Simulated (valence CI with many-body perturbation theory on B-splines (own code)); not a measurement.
Lu32+ in brief

Computed by valence CI with perturbative core correlation (CI+MBPT): three valence electrons over a frozen Dirac-Fock core [Kr], radial functions for each j: 9 s, 9 p, 10 d, 8 f, 5 g, 3 h, 1 i, with the one-electron correlation potential Σ1, the two-electron term Σ2, the three-electron term Σ3, Breit, model QED; selected CI, second order for the rest (own B-spline code, finite nucleus).

The last digits are not significant, and no measured levels were compared; by estimate large intervals hold to a few tenths of a per cent, small ones and those within an open d or f shell to about a per cent. Only levels of the ground parity were solved; by the run's estimate the other parity begins above the list, which can be wrong where configurations are misplaced.

Levels are named by their leading jj configuration (3d3/2^4 stands for four electrons in 3d with j = 3/2), which in mixed levels can hold well under half, so a name can repeat and another be missing.

Rates and lifetimes use the calculated energies. Strong lines usually hold to 10 to 20 %, long lifetimes can be off by a factor of two.

What is the ground level?

(4d3/2^3) J=3/2, composition 53 % 4d3 4F + 34 % 4d3 2D + 9 % 4d3 2P, g = 0.668.

What is the ionisation energy?

1293.5 eV; NIST lists 1292 ± 4 eV (theoretical).

Name the longest-lived excited levels whose lifetime is computed, and their main decay.

(4d3/2^2 4d5/2) J=9/2 at 124410 cm⁻¹ lives 2.42 s, mostly by M1 to (4d3/2^2 4d5/2) J=7/2.

How well does LS coupling describe the low levels?

Among the lowest 19 levels the leading LS term, summed over configurations, holds 58 % on average. For single configurations the figures are 58 % in LS and 94 % in jj coupling. Terms mix most in the J = 3/2 level at 111900 cm⁻¹, where the leading one holds 40 %.
